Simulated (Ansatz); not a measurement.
## Which is lower?

The two ends of one reaction step of Si$_{4}$H$_{11}$ClF$_{2}$, closed shell (PBE0-D4/def2-TZVP).

A:

Si1  (0.100, 0.174, -1.768)
Si2  (0.115, 0.004, 2.706)
Si3  (1.794, -1.450, -1.646)
Si4  (-1.959, -0.319, -0.733)
F5  (-0.179, 0.493, -3.311)
H6  (0.123, 2.847, 0.276)
Cl7  (-0.405, 3.428, 1.293)
H8  (0.534, 0.174, 1.290)
F9  (0.678, 1.556, -1.165)
H10  (-1.315, 0.370, 2.844)
H11  (0.300, -1.423, 3.076)
H12  (0.958, 0.861, 3.573)
H13  (1.282, -2.699, -2.269)
H14  (2.127, -1.715, -0.223)
H15  (3.005, -0.987, -2.373)
H16  (-2.884, -0.859, -1.764)
H17  (-1.739, -1.357, 0.308)
H18  (-2.534, 0.902, -0.115)
(Å)

B:

```
18
angstrom
Si -0.4651 -0.1462 -0.1407
Si -0.2657 -0.1729 2.1937
Si 1.3853 -1.1208 -1.2206
Si -2.4281 -1.2499 -0.7911
F -0.6111 1.4180 -0.6363
H 0.2574 3.0372 -0.5169
Cl 1.1544 3.9427 -0.2907
H 2.3373 2.1894 0.1815
F 2.5794 1.2988 0.3254
H -1.5362 0.2629 2.8344
H 0.0042 -1.5849 2.5802
H 0.8454 0.6945 2.6584
H 0.9111 -2.3566 -1.9057
H 2.4490 -1.4957 -0.2579
H 1.9054 -0.1806 -2.2458
H -2.5660 -1.2660 -2.2720
H -2.3212 -2.6517 -0.3011
H -3.6353 -0.6181 -0.1947
```

Computed with Ansatz 0.2.0 (basis: def2-TZVPP); correlated methods freeze the cores. B3LYP uses VWN-RPA correlation.

Which structure is lower at CCSD(T), and by how much? (An estimate is asked for; the value comes from the calculation.)

Computed: A, by 28.79 kcal/mol (electronic energy, against the other). By their contacts, A is a complex of Si₃H₆F₂ ([F][Si]([F])([SiH3])[SiH3]) + SiH₄ + HCl and B is a complex of Si₄H₉F ([F][Si]([SiH3])([SiH3])[SiH3]) + HCl + HF.

All methods give the same order:

| method | E(B) − E(A) (kcal/mol) |
| --- | --- |
| SPW92 | 20.93 |
| PBE-D4 | 22.36 |
| BLYP-D4 | 27.69 |
| r2SCAN-D4 | 27.15 |
| B97M-V | 28.59 |
| PBE0-D4 | 24.12 |
| B3LYP-D4 | 28.79 |
| r2SCAN0-D4 | 27.71 |
| BHLYP-D4 | 31.11 |
| CAM-B3LYP-D4 | 30.57 |
| wB97X-V | 28.90 |
| wB97M-V | 29.59 |
| B2PLYP | 29.67 |
| PBE-QIDH | 26.77 |
| RPA on PBE | 29.82 |
| HF | 37.35 |
| MP2 | 29.03 |
| CCSD | 30.13 |
| CCSD(T) | 28.79 |

The T1 diagnostic stays at or below 0.013.

Labels in which every atom is bracketed show which atoms are joined, not bond orders.

For scale, one of the runs: CCSD(T)/def2-TZVPP, 426 basis functions, launched by `ansatz run in.yaml --threads 4 --pin off --events-out ev --progress --plain --max-ram 66560MiB --backend cuda --devices 0, --max-vram 37GiB`. Hardware: 4 CPU threads of an AMD EPYC 7R13 and a share of one NVIDIA H100, shared host. Wall time 96 s; peak host memory 1.7 GiB.
